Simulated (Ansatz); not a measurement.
## Molecular dynamics of Cl₂H₄HfO₂Si

The input (input.yaml):

```yaml
crystal:
  periodic: [false, false, false]
  atoms:
    - { symbol: Hf, position_ang: [-0.187922, -0.146257, -0.191668] }
    - { symbol: O, position_ang: [-0.789612, -0.351651, 1.635166] }
    - { symbol: Si, position_ang: [-1.363427, -0.465985, 3.2049] }
    - { symbol: H, position_ang: [-2.566352, -1.344894, 3.226303] }
    - { symbol: H, position_ang: [-0.303016, -1.042815, 4.077402] }
    - { symbol: H, position_ang: [-1.731994, 0.892354, 3.69513] }
    - { symbol: Cl, position_ang: [2.15925, 0.226914, -0.176648] }
    - { symbol: O, position_ang: [-1.072992, 1.349508, -0.984074] }
    - { symbol: H, position_ang: [-1.534486, 2.116213, -1.328213] }
    - { symbol: Cl, position_ang: [-0.730749, -2.122886, -1.3947] }
basis:
  gaussian: { orbitals: def2-SVP }
hamiltonian:
  xc: b3lyp
md:
  timestep: 4.0
  n_steps: 40
  ensemble: nvt_langevin
  temperature: 2000.0
  initial_velocities: maxwell_boltzmann
  seed: 341089
  friction: 0.001
```

Launched with:

```bash
$ ansatz run input.yaml --threads 4 --pin off --max-ram 5120MiB --backend cpu --events-out ev --progress --plain --runs-dir out
```

It starts from a relaxed structure.

Output, in part (step lines, the closing report, with atoms numbered from 0):

```
md step     0: t =     0.00 fs  T =  1800.0 K  F+E_penalty+E_count = -38386.43160981 eV  E_kin = 2.326680 eV  (27 SCF iters)
md step     1: t =     4.00 fs  T = 51553.0 K  F+E_penalty+E_count = -38379.16708696 eV  E_kin = 66.637449 eV  (36 SCF iters)
md step     2: t =     8.00 fs  T = 209030.3 K  F+E_penalty+E_count = -38373.75068607 eV  E_kin = 270.192530 eV  (82 SCF iters)
md step     3: t =    12.00 fs  T = 205865.8 K  F+E_penalty+E_count = -38368.29871541 eV  E_kin = 266.102130 eV  (58 SCF iters)
md step     4: t =    16.00 fs  T = 211005.8 K  F+E_penalty+E_count = -38375.44783799 eV  E_kin = 272.746036 eV  (73 SCF iters)
md step     5: t =    20.00 fs  T = 208618.6 K  F+E_penalty+E_count = -38374.41476450 eV  E_kin = 269.660434 eV  (61 SCF iters)
md step     6: t =    24.00 fs  T = 207592.1 K  F+E_penalty+E_count = -38372.27790391 eV  E_kin = 268.333532 eV  (64 SCF iters)
md step     7: t =    28.00 fs  T = 214807.2 K  F+E_penalty+E_count = -38363.82502515 eV  E_kin = 277.659815 eV  (107 SCF iters)
md step     8: t =    32.00 fs  T = 245971.2 K  F+E_penalty+E_count = -38362.04936263 eV  E_kin = 317.942385 eV  (1334 SCF iters)
md step     9: t =    36.00 fs  T = 244467.4 K  F+E_penalty+E_count = -38361.67494529 eV  E_kin = 315.998569 eV  (451 SCF iters)
md step    10: t =    40.00 fs  T = 243086.4 K  F+E_penalty+E_count = -38361.54817974 eV  E_kin = 314.213450 eV  (546 SCF iters)
md step    11: t =    44.00 fs  T = 241164.6 K  F+E_penalty+E_count = -38361.30777369 eV  E_kin = 311.729384 eV  (190 SCF iters)
md step    12: t =    48.00 fs  T = 239837.0 K  F+E_penalty+E_count = -38360.59715170 eV  E_kin = 310.013250 eV  (265 SCF iters)
md step    13: t =    52.00 fs  T = 237501.2 K  F+E_penalty+E_count = -38360.83889077 eV  E_kin = 306.994010 eV  (264 SCF iters)
md step    14: t =    56.00 fs  T = 235733.7 K  F+E_penalty+E_count = -38360.83100560 eV  E_kin = 304.709325 eV  (249 SCF iters)
md step    15: t =    60.00 fs  T = 233594.6 K  F+E_penalty+E_count = -38360.61402781 eV  E_kin = 301.944395 eV  (292 SCF iters)
md step    16: t =    64.00 fs  T = 230713.5 K  F+E_penalty+E_count = -38360.43350785 eV  E_kin = 298.220231 eV  (343 SCF iters)
md step    17: t =    68.00 fs  T = 228821.3 K  F+E_penalty+E_count = -38359.98612389 eV  E_kin = 295.774432 eV  (341 SCF iters)
md step    18: t =    72.00 fs  T = 226238.2 K  F+E_penalty+E_count = -38360.28552942 eV  E_kin = 292.435556 eV  (472 SCF iters)
md step    19: t =    76.00 fs  T = 225633.7 K  F+E_penalty+E_count = -38360.62456365 eV  E_kin = 291.654181 eV  (303 SCF iters)
md step    20: t =    80.00 fs  T = 223460.5 K  F+E_penalty+E_count = -38361.04236653 eV  E_kin = 288.845059 eV  (378 SCF iters)
md step    21: t =    84.00 fs  T = 221570.0 K  F+E_penalty+E_count = -38360.95266996 eV  E_kin = 286.401319 eV  (354 SCF iters)
md step    22: t =    88.00 fs  T = 219754.8 K  F+E_penalty+E_count = -38360.62626044 eV  E_kin = 284.055053 eV  (424 SCF iters)
md step    23: t =    92.00 fs  T = 217179.4 K  F+E_penalty+E_count = -38360.82760157 eV  E_kin = 280.726068 eV  (549 SCF iters)
md step    24: t =    96.00 fs  T = 216129.9 K  F+E_penalty+E_count = -38361.09572203 eV  E_kin = 279.369510 eV  (372 SCF iters)
md step    25: t =   100.00 fs  T = 213542.8 K  F+E_penalty+E_count = -38361.04160995 eV  E_kin = 276.025461 eV  (416 SCF iters)
md step    26: t =   104.00 fs  T = 212750.9 K  F+E_penalty+E_count = -38360.69190928 eV  E_kin = 275.001751 eV  (454 SCF iters)
md step    27: t =   108.00 fs  T = 210029.3 K  F+E_penalty+E_count = -38360.23473769 eV  E_kin = 271.483909 eV  (445 SCF iters)
md step    28: t =   112.00 fs  T = 207720.9 K  F+E_penalty+E_count = -38359.96493028 eV  E_kin = 268.500063 eV  (389 SCF iters)
md step    29: t =   116.00 fs  T = 205496.4 K  F+E_penalty+E_count = -38359.98791924 eV  E_kin = 265.624609 eV  (318 SCF iters)
md step    30: t =   120.00 fs  T = 204343.4 K  F+E_penalty+E_count = -38360.03638629 eV  E_kin = 264.134267 eV  (309 SCF iters)
md step    31: t =   124.00 fs  T = 203140.7 K  F+E_penalty+E_count = -38359.81681025 eV  E_kin = 262.579702 eV  (409 SCF iters)
md step    32: t =   128.00 fs  T = 202024.2 K  F+E_penalty+E_count = -38359.49905989 eV  E_kin = 261.136514 eV  (487 SCF iters)
md step    33: t =   132.00 fs  T = 199814.2 K  F+E_penalty+E_count = -38359.47856161 eV  E_kin = 258.279782 eV  (407 SCF iters)
md step    34: t =   136.00 fs  T = 199219.3 K  F+E_penalty+E_count = -38359.75027132 eV  E_kin = 257.510882 eV  (404 SCF iters)
md step    35: t =   140.00 fs  T = 198083.2 K  F+E_penalty+E_count = -38359.91357276 eV  E_kin = 256.042299 eV  (501 SCF iters)
md step    36: t =   144.00 fs  T = 196612.2 K  F+E_penalty+E_count = -38359.96934473 eV  E_kin = 254.140990 eV  (566 SCF iters)
md step    37: t =   148.00 fs  T = 194220.9 K  F+E_penalty+E_count = -38359.87198768 eV  E_kin = 251.049942 eV  (620 SCF iters)
md step    38: t =   152.00 fs  T = 194057.9 K  F+E_penalty+E_count = -38359.91825554 eV  E_kin = 250.839259 eV  (550 SCF iters)
md step    39: t =   156.00 fs  T = 192227.8 K  F+E_penalty+E_count = -38360.18457298 eV  E_kin = 248.473629 eV  (584 SCF iters)
md step    40: t =   160.00 fs  T = 191978.8 K  F+E_penalty+E_count = -38360.55327443 eV  E_kin = 248.151789 eV  (942 SCF iters)
Total energy: -38360.55406107 eV, -1409.7243600271 hartree
Atom 0 at     0.015005    -1.657878     0.931150 Å, force    -1.669762    -0.349520    -3.410234 eV/Å
Atom 1 at    -1.694976    -0.810804     0.841043 Å, force    -0.733203     0.655052     1.084471 eV/Å
Atom 2 at    -2.943988     0.180359     0.116482 Å, force     0.390134    -0.149294    -0.092437 eV/Å
Atom 3 at    -4.146400    -0.073408     1.069389 Å, force     0.416770    -0.234231     0.147172 eV/Å
Atom 4 at    92.290710   -27.255961    82.222663 Å, force    -0.000023     0.000006    -0.000014 eV/Å
Atom 5 at   -28.182963    14.956160     3.049790 Å, force     0.001148    -0.000691    -0.000074 eV/Å
Atom 6 at     2.084354    -0.710663     0.971401 Å, force     1.011101     0.597750     0.508960 eV/Å
Atom 7 at     9.367069     6.169697   -11.901384 Å, force    -0.001283    -0.000976     0.001840 eV/Å
Atom 8 at  -230.827426   222.586685   -58.211779 Å, force     0.000005    -0.000007     0.000002 eV/Å
Atom 9 at    -0.258576    -1.721706    -1.576876 Å, force     0.585113    -0.518088     1.760313 eV/Å
Dipole moment:     9.496270   -15.694035     0.876236 e Å
```

The run went to its last step. The temperature shot up to 250000 K, far beyond the bath's, so the integration failed: the time step of 4 fs is too long for the fastest motions that this run met, and the later frames carry no physical meaning.

Parted: Hf1–O8 1.91 → 17.70 Å, Si3–H5 1.49 → 128.70 Å, Si3–H6 1.49 → 29.39 Å, O8–H9 0.96 → 326.61 Å. It ends as Cl2HHfOSi + H + H + H + O. Pairs count as bonded within 1.25 times the sum of covalent radii (0.12 Å more for H–H).

Last frame:

```xyz
10
Properties=species:S:1:pos:R:3
Hf 0.015 -1.658 0.931
O -1.695 -0.811 0.841
Si -2.944 0.180 0.117
H -4.146 -0.073 1.069
H 92.291 -27.256 82.223
H -28.183 14.956 3.050
Cl 2.084 -0.711 0.971
O 9.367 6.170 -11.901
H -230.827 222.587 -58.212
Cl -0.259 -1.722 -1.577
```

Run time: 20 min on 4 threads of Arm Neoverse V1, on a shared host, peak memory 0.49 GiB.
